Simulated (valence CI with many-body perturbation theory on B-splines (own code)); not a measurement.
**In XLIV: one-electron terms**

Computed by valence CI with perturbative core correlation (CI+MBPT): four valence electrons over a frozen Dirac-Fock core [He], radial functions for each j: 11 s, 11 p, 10 d, 8 f, 5 g, 2 h, with the one-electron correlation potential Σ1, the two-electron term Σ2, the three-electron term Σ3, Breit, model QED; selected CI, second order for the rest, scaled by the run's own slope (own B-spline code, finite nucleus).

The last digits are not significant, and no measured levels were compared; by estimate large intervals hold to a few tenths of a per cent, small ones and those within an open d or f shell to about a per cent. Among the levels kept, up to 810 cm⁻¹ of a level comes from second order outside the variational space, and about a tenth of that is noise between levels of different J, which matters for small intervals.

These are the spectroscopic orbitals of the CI (the correlating ones are not listed), shaped by the core and the other valence electrons. h is the expectation value of the core's Dirac-Fock operator, without the valence repulsion; Σ1 is computed up to l = 3 at one energy for each symmetry, that of its lowest orbital but kept below the first core excitation, so for empty shells it is not the orbital's own correlation shift; Breit and QED include the response of the core, and the two lowest orbitals of each symmetry also the frequency dependence of Breit exchange, which makes a step in that column.

| Orbital | h (hartree) | Σ1 (cm⁻¹) | Breit (cm⁻¹) | QED (cm⁻¹) | ⟨r⟩ (bohr) |
| --- | --- | --- | --- | --- | --- |
| 2s1/2 | -292.46 | -1322 | 31953 | 33878 | 0.1222 |
| 3s1/2 | -128 | -319 | 8851 | 9714 | 0.2835 |
| 4s1/2 | -71.289 | -124 | 3534 | 3964 | 0.5141 |
| 5s1/2 | -45.333 | -61.1 | 1769 | 1995 | 0.8126 |
| 6s1/2 | -31.34 | -34.6 | 1009 | 1141 | 1.179 |
| 7s1/2 | -22.949 | -21.5 | 630 | 714 | 1.613 |
| 2p1/2 | -288.55 | -3269 | 63503 | -699 | 0.1026 |
| 3p1/2 | -126.87 | -722 | 17077 | -263 | 0.2659 |
| 4p1/2 | -70.822 | -276 | 6850 | -113 | 0.4983 |
| 5p1/2 | -45.096 | -135 | 3426 | -57.8 | 0.7986 |
| 6p1/2 | -31.203 | -76.2 | 1955 | -33.4 | 1.167 |
| 7p1/2 | -22.863 | -47.3 | 1221 | -21.0 | 1.603 |
| 2p3/2 | -279.4 | -2638 | 25163 | 2857 | 0.1072 |
| 3p3/2 | -124.16 | -583 | 6764 | 743 | 0.2725 |
| 4p3/2 | -69.685 | -223 | 2969 | 299 | 0.5070 |
| 5p3/2 | -44.516 | -109 | 1489 | 150 | 0.8094 |
| 6p3/2 | -30.869 | -61.9 | 852 | 85.7 | 1.180 |
| 7p3/2 | -22.653 | -38.4 | 533 | 53.6 | 1.618 |
| 3d3/2 | -123.67 | -267 | 601 | -116 | 0.2315 |
| 4d3/2 | -69.479 | -113 | 328 | -39.0 | 0.4675 |
| 5d3/2 | -44.411 | -58.2 | 171 | -18.0 | 0.7715 |
| 6d3/2 | -30.808 | -33.7 | 104 | -9.8 | 1.144 |
| 7d3/2 | -22.615 | -21.3 | 67.0 | -6.0 | 1.583 |
| 3d5/2 | -122.86 | -247 | 196 | 259 | 0.2338 |
| 4d5/2 | -69.135 | -105 | 106 | 118 | 0.4703 |
| 5d5/2 | -44.234 | -53.7 | 52.7 | 61.8 | 0.7748 |
| 6d5/2 | -30.706 | -31.1 | 31.9 | 36.2 | 1.147 |
| 7d5/2 | -22.551 | -19.6 | 20.6 | 23.0 | 1.587 |
| 4f5/2 | -69.061 | -22.0 | 3.4 | -40.4 | 0.4057 |
| 5f5/2 | -44.2 | -12.4 | 2.8 | -20.0 | 0.7109 |
| 6f5/2 | -30.687 | -7.5 | 1.9 | -11.4 | 1.084 |
| 7f5/2 | -22.539 | -4.9 | 1.3 | -7.1 | 1.526 |
| 4f7/2 | -68.893 | -21.4 | 0.9 | 34.8 | 0.4072 |
| 5f7/2 | -44.114 | -12.0 | 0.8 | 18.6 | 0.7126 |
| 6f7/2 | -30.637 | -7.3 | 0.5 | 11.0 | 1.086 |
| 7f7/2 | -22.508 | -4.7 | 0.4 | 7.0 | 1.528 |
| 5g7/2 | -44.103 |  | 0.0 | -12.7 | 0.6227 |
| 6g7/2 | -30.63 |  | 0.0 | -7.3 | 0.9966 |
| 7g7/2 | -22.503 |  | 0.0 | -4.6 | 1.438 |
| 5g9/2 | -44.052 |  | 0.0 | 10.2 | 0.6238 |
| 6g9/2 | -30.6 |  | 0.0 | 5.9 | 0.9978 |
| 7g9/2 | -22.484 |  | 0.0 | 3.7 | 1.440 |
| 6h9/2 | -30.6 |  |  |  | 0.8843 |
| 6h11/2 | -30.58 |  |  |  | 0.8852 |

Among the shells of the start configuration 2s2 2p2, Σ1 is largest in size for 2p1/2, where it is 0.0052 % of h.

Lowest root of each symmetry, sizes in configuration state functions:

```csv
J,Parity,Roots,Reference,Variational,Second order,Change by selected CI (cm⁻¹),Change by second order (cm⁻¹)
0,even,18,53,26360,70678,-17984,-1
1,even,33,124,31993,201690,-16276,-153
2,even,36,150,32000,348038,-17805,-348
3,even,21,123,31998,342214,-18150,-326
4,even,9,83,31996,203497,-14335,-85
5,even,3,46,28470,157577,-18941,-15
0,odd,14,49,25153,50387,-21492,-1
1,odd,33,127,32000,239572,-22971,-146
2,odd,33,147,32000,329120,-16765,-302
3,odd,19,122,31998,356519,-18670,-326
4,odd,8,82,31995,204856,-21000,-117
5,odd,2,45,27133,133801,-26871,-14
```
